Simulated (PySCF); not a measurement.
**Telling isomers of C4H4N4 apart by NMR**

Theoretical values (PySCF 2.14): σ from GIAO-PBE0/pcSseg-1, geometry: GFN2-xTB. One computed conformer, relativity neglected, no solvent, averaged over atoms made equivalent by symmetry, fast rotation or ring inversion.

Shifts are taken against calculated references (same method and geometry level): $^{1}$H and $^{13}$C vs TMS. Where no couplings were computed, multiplicities follow the n + 1 count of equivalent neighbours, and m marks all less simple cases (inequivalent or close neighbours, rings, F or P nearby). Shifts are as computed. Against solution values, carbons near 30 ppm lie about +3 ppm off and those near 130 ppm about +5 ppm. Of 1211 compounds with measured shifts, 218 miss one by over three times the rms of a fit or turn the order of signals round; such compounds aren't used in these exercises.

(1) Tabulate the signals of `Cn1nncc1C#N`, `Cn1ncc(C#N)n1` and their relative energies.

(2) What is the quickest way to tell Cn1nncc1C#N from Cn1ncc(C#N)n1?

Answers

(1) 
```tsv
SMILES	carbon types	δC	δH	E rel. (kcal/mol)
Cn1nncc1C#N	2×C 1×CH 1×CH3	145.1, 119.2, 115.1, 35.0	8.13 (s, 1H), 4.33 (s, 3H)	6.1
Cn1ncc(C#N)n1	2×C 1×CH 1×CH3	146.7, 126.9, 117.2, 42.0	7.99 (s, 1H), 4.35 (s, 3H)	0.0
```

Energies are electronic energies at PBE0/pcSseg-1 on these geometries, without zero-point or thermal terms, each for the one conformer computed, which needn't be the lowest.

(2) Both give the same number of carbon signals, with the same numbers of each carbon type, so the positions decide. The first has a methyl carbon bonded to N (CH3) at 35.0 ppm, the second a substituted aromatic carbon next to a ring nitrogen (C) at 126.9 ppm. Their most deshielded carbons lie at 145.1 and 146.7 ppm.
